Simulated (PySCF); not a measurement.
PbBr₂, optimised at PBE0/def2-TZVP:

```xyz
3

Pb     0.0521     0.1191     0.1935
Br     0.9542     0.3317    -2.2421
Br    -1.4043    -2.0302    -0.0319
```

Computed with PySCF (xtb for GFN2) and rigid-rotor harmonic-oscillator thermochemistry at 1 bar. All species are closed-shell singlets. Pb: scalar-relativistic def2 core potential, no spin-orbit coupling. Br: all electrons, no relativistic terms.

Problem. List the harmonic frequencies (cm⁻¹, unscaled) at this level and at the other levels, each on its own geometry.

Solution. 
- PBE0/def2-TZVP: 65, 207, 216
- GFN2-xTB: 59, 188, 202
- PBE/def2-SVP: 60, 204, 208
